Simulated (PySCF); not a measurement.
PySCF input file for O2Ti, SMILES [O]=[Ti]=[O] (connectivity only; charge and spin as stated), charge -1, multiplicity 2, r2SCAN-D4/def2-TZVPD. Geometry optimised at r2SCAN-D4/def2-TZVPD. The spin state was assumed, not searched. The isomer is the one that the SMILES or the coordinates give; other isomers of the formula were not compared.

```python
import numpy as np
from pyscf import gto, scf, dft, df
from pyscf.hessian import thermo

mol = gto.M(
    atom='''
    Ti    0.00000000    0.00000000    0.39598452
    O     0.00000000    1.38316924   -0.54447872
    O     0.00000000   -1.38316924   -0.54447872
    ''',
    basis='def2-TZVPD',
    charge=-1,
    spin=1,
    max_memory=1600,
    verbose=3,
)
mf = dft.UKS(mol, xc='r2scan').density_fit(auxbasis='def2-universal-jkfit')
mf.disp = 'd4'
mf.grids.level = 4
mf.conv_tol = 1e-11
mf.max_cycle = 100
mf.kernel()
fine, coarse = mf.grids, dft.Grids(mol).set(level=1).build(with_non0tab=True)
for _ in range(3):  # follow internal instabilities
    mf.grids = coarse
    mo, _, stable, _ = mf.stability(return_status=True, nroots=4)
    mf.grids = fine
    if stable:
        break
    mf.kernel(mf.make_rdm1(mo, mf.mo_occ))

# analytic Hessian; the response equations are solved on a coarser grid
h, args, fine = mf.Hessian(), (mf.mo_energy, mf.mo_coeff, mf.mo_occ), mf.grids
h.max_memory = max(150, 2.5e-5 * df.make_auxmol(mol, mf.with_df.auxbasis).nao * mol.nelec[0] * (mol.nelec[0] + mol.nao))  # MB; small integral blocks
h1ao = h.make_h1(mf.mo_coeff, mf.mo_occ)
mf.grids = dft.Grids(mol).set(level=2).build(with_non0tab=True)
mo1, mo_e1 = h.solve_mo1(*args, h1ao)
mf.grids = fine
hess = h.hess_elec(*args, mo1, mo_e1, h1ao) + h.hess_nuc()
if mf.do_disp():
    hess += h.get_dispersion()
for i in range(mol.natm):  # the analytic DFT Hessian lacks the response of the grid: restore translational invariance
    hess[i, i] -= hess[i].sum(axis=0)
hess = (hess + hess.transpose(1, 0, 3, 2)) / 2
vib = thermo.harmonic_analysis(mol, hess, imaginary_freq=False)
thermo.dump_normal_mode(mol, vib)
th = thermo.thermo(mf, vib['freq_au'][vib['freq_au'] > 0], 298.15, 101325)
thermo.dump_thermo(mol, th)
g0 = mf.nuc_grad_method().set(verbose=0).kernel()

# dipole derivatives [dipole axis, atom, xyz] from the same response
r, irp = mol.intor('int1e_r'), mol.intor('int1e_irp').reshape(3, 3, mol.nao, mol.nao)
sl, dm0, ok = mol.aoslice_by_atom(), np.array(mf.make_rdm1()), []
dmu = np.einsum('a,xt->xat', mol.atom_charges(), np.eye(3))
for a, (_, _, p0, p1) in enumerate(sl):
    dmu[:, a] += 2 * np.einsum('xtij,ij->xt', irp[:, :, :, p0:p1], dm0.reshape(-1, mol.nao, mol.nao).sum(0)[:, p0:p1])
    for u, c, occ, f in zip(mo1, mf.mo_coeff, mf.mo_occ, (2, 2)):
        dmu[:, a] -= f * np.einsum('tui,xuv,vi->xt', u[a], r, c[:, occ > 0], optimize=True)
L = vib['norm_mode']
ir = 974.8801 * (np.einsum('xat,kat->kx', dmu, L) ** 2).sum(1)       # km/mol
apt = np.einsum('xax->a', dmu) / 3
print('mode   freq/cm-1   IR/(km/mol)')
for k, w in enumerate(vib['freq_wavenumber']):
    print(f'{k + 1:4d} {w:11.2f} {ir[k]:13.3f}')
print('max |gradient| / (hartree/bohr):', abs(g0).max())
print('APT charges:', apt.round(4))
```

It prints:

```

WARN: HOMO -0.173467553744862 >= LUMO -0.173467553744862


WARN: HOMO 0.108768356019993 >= LUMO 0.0858749799494054


WARN: HOMO 0.140582528048546 >= LUMO 0.123367034436107

converged SCF energy = -999.990012346352  <S^2> = 0.75427831  2S+1 = 2.0042737
<class 'pyscf.df.df_jk.DFUKS'> wavefunction is stable in the internal stability analysis

WARN: MGGA Hessian is sensitive to dft grids. grids.level 4 may not be dense enough.


WARN: DFTD4 does not support analytical Hessian, using finite difference.


WARN: Mole.unit (angstrom) is changed to Bohr

Mode                                 0                   1                   2
Irrep
Freq [cm^-1]                      328.0982            918.6054            958.1546
Reduced mass [au]                  18.3600             20.2228             18.5634
Force const [Dyne/A]                1.1645             10.0543             10.0410
Char temp [K]                     472.0603           1321.6686           1378.5712
Normal mode                   x     y     z       x     y     z       x     y     z
       0  Ti                 0.00 -0.00  0.06    0.00 -0.08 -0.00    0.00  0.00 -0.07
       1   O                -0.00 -0.13 -0.10    0.00  0.12 -0.08   -0.00 -0.12  0.10
       2   O                -0.00  0.13 -0.10    0.00  0.12  0.08    0.00  0.12  0.10
temperature 298.1500 [K]
pressure 101325.00 [Pa]
Rotational constants [GHz] 29.79415 8.25551 6.46434
Symmetry number 2
Zero-point energy (ZPE) 0.00502 [Eh]   13187.981 [J/mol]
                           tot       elec      trans        rot        vib
Entropy [J/mol/K]       265.210      5.763    163.376     89.754      6.317
Cv [J/mol/K]             35.486      0.000     12.472     12.472     10.543
Cp [J/mol/K]             43.801      0.000     20.786     12.472     10.543
Internal energy [J/mol]                      3718.434   3718.434  14447.658
Internal energy [Eh]   -999.98168  -999.99001
Enthalpy [J/mol]                             6197.391   3718.434  14447.658
Enthalpy [Eh]          -999.98073
Gibbs free energy [J/mol]                  -42513.174 -23041.734  12564.270
Gibbs free energy [Eh] -1000.01085
mode   freq/cm-1   IR/(km/mol)
   1      328.10         1.259
   2      918.61       302.216
   3      958.15       190.891
max |gradient| / (hartree/bohr): 0.0014328407511337066
APT charges: [ 0.7149 -0.8573 -0.8573]
```

The calculation finished and met its thresholds.

Cost: around 6 core-minutes (rough).
